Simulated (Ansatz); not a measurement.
Cost and result for the atomization energy of `CC(Br)C(C)(C)Br` (17 atoms, 16 bonds).

```xyz
17

C     1.319    1.537    0.445
C     0.531    0.318    0.861
Br    1.825   -1.154    1.139
C    -0.568   -0.152   -0.094
C    -1.298   -1.379    0.410
C    -0.114   -0.315   -1.528
Br   -1.913    1.326   -0.058
H     2.031    1.804    1.226
H     1.879    1.356   -0.473
H     0.643    2.380    0.286
H     0.096    0.452    1.850
H    -0.637   -2.246    0.354
H    -1.617   -1.254    1.446
H    -2.178   -1.571   -0.203
H    -0.949   -0.633   -2.152
H     0.287    0.611   -1.939
H     0.663   -1.083   -1.570
```

Total charge 0; spin multiplicity 1. Correlated methods include outer-core shells of Br, which these sets cover unevenly. Scalar relativity is left out up to krypton. Geometry: relaxed with PBE0-D4/def2-TZVP. It is one conformer, not always the lowest. Program: Ansatz. All runs use 4 threads of an AMD EPYC 7R13 on a shared host and a share of an NVIDIA H100 80 GB. Times are those of one run each, without the atoms' runs, and a repeat can differ threefold. Electronic energies, without spin–orbit coupling; frozen cores. CCSD(T)/CBS adds CCSD(T) − MP2 in def2-TZVPP to the MP2 limit, and its time is that of the two runs behind it. T1 = 0.009. With those shells the extrapolation isn't a true limit. B3LYP takes the VWN-RPA correlation (the form of Gaussian; ORCA's B3LYP/G). HSE06 is the plane-wave form, built on full-range PBE exchange.

CCSD(T)/CBS is a level of theory with its own doubt, some kJ/mol a heavy atom from the limit and from the frozen cores, so smaller differences don't rank the functionals.

```
                             level  functions  wall time  atomization (kcal/mol)  difference from CCSD(T)/CBS  per bond
           CAM-B3LYP-D4/def2-TZVPP        391      1.9 s                  1538.1                         -4.1      -0.3
   PBE-D4/def2-TZVPP (with forces)        391      2.1 s                  1570.6                         28.4       1.8
r2SCAN-D4/def2-TZVPP (with forces)        391      2.3 s                  1543.9                          1.7       0.1
               HSE06-D4/def2-TZVPP        391      2.3 s                  1552.2                         10.0       0.6
                 B97M-V/def2-TZVPP        391      2.5 s                  1538.5                         -3.7      -0.2
                 B2PLYP/def2-TZVPP        391      2.5 s                  1518.4                        -23.8      -1.5
                  CCSD(T)/def2-SVP        184      2.6 s                  1475.9                        -66.3      -4.1
                ωB97X-V/def2-TZVPP        391      3.7 s                  1538.0                         -4.2      -0.3
  ωB97M-V/def2-TZVPP (with forces)        391      3.8 s                  1539.0                         -3.2      -0.2
 B3LYP-D4/def2-TZVPP (with forces)        391      4.4 s                  1534.1                         -8.1      -0.5
                    MP2/def2-QZVPP        763      7.5 s                  1550.7                          8.5       0.5
                CCSD(T)/def2-TZVPP        391       13 s                  1506.4                        -35.8      -2.2
                 CCSD(T)/CBS(def2)          –       20 s                  1542.2                          0.0       0.0
```

At CCSD(T), def2-SVP lies −66.3 kcal/mol from the extrapolated value and def2-TZVPP −35.8 kcal/mol: correlation converges slowly with the basis, and small sets miss more of it in the bonded molecule than in its fragments. From PBE to PBE0 (25 % exact exchange), in def2-TZVPP and without D4, the atomization energy moves by −17.5 kcal/mol: exact exchange takes away binding that semilocal exchange gives to molecules. In def2-TZVPP, CCSD(T) changes the Hartree–Fock value by +365.9 kcal/mol (the triples alone add +23.1 kcal/mol) and MP2 by +389.5 kcal/mol; breaking electron pairs costs correlation energy, which Hartree–Fock lacks.
